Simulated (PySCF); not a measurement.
Ge(F)3(tBu), SMILES [F][Ge]([F])([C](C)(C)C)[F] (C₄H₉F₃Ge), singlet (GFN2-xTB optimised geometry):

```
17

C      0.192     0.828    -1.192
C     -0.345     0.060     0.000
C      0.005     0.733     1.313
C     -1.833    -0.208    -0.121
Ge     0.613    -1.810     0.000
F      0.281    -2.881     1.356
F      2.372    -1.810     0.000
F      0.281    -2.881    -1.356
H     -0.278     1.810    -1.231
H      1.270     0.964    -1.115
H     -0.025     0.305    -2.122
H      1.081     0.872     1.405
H     -0.340     0.140     2.159
H     -0.474     1.710     1.358
H     -2.372     0.738    -0.128
H     -2.058    -0.740    -1.044
H     -2.191    -0.803     0.718
```

Method: PySCF with PBE0/def2-SVP.

Problem. What are the frontier orbital energies and the dipole moment?

Solution. HOMO-2 -10.45 eV, HOMO-1 -10.45 eV, HOMO -8.92 eV, LUMO -0.84 eV, LUMO+1 0.89 eV; dipole moment 5.41 D.

Meta-Löwdin charges at PBE0/def2-SVP: C1 -0.30, C2 -0.04, C3 -0.30, C4 -0.30, Ge5 1.33, F6 -0.46, F7 -0.46, F8 -0.46, H9 0.11, H10 0.11, H11 0.11, H12 0.11, H13 0.11, H14 0.11, H15 0.11, H16 0.11, H17 0.11.
